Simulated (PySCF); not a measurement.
Te(OH)(SH) (H₂OSTe), SMILES O[Te]S.

Coordinates come from a B3LYP-D3(BJ)/def2-TZVP optimisation. The def2 effective core potentials stand for the cores of Te; spin–orbit coupling is left out. Other conformers were not sampled.

All values below come from r2SCAN/def2-TZVPD in PySCF.

The molecule is in vacuum.

The total energy is -742.74694 hartree and the highest occupied level is -5.68 eV. The lowest empty level is -2.35 eV and the orbital gap is 3.33 eV. The dipole moment comes out as 0.67 D and the quadrupole, principal values (traceless, Buckingham form, about the centre of nuclear charge) is -7.85, 1.10, 6.75 D·Å. The mean static polarisability is 69.8 bohr³ (10.34 Å³). The polarisability, principal values is 58.2, 62.4, 88.6 bohr³.
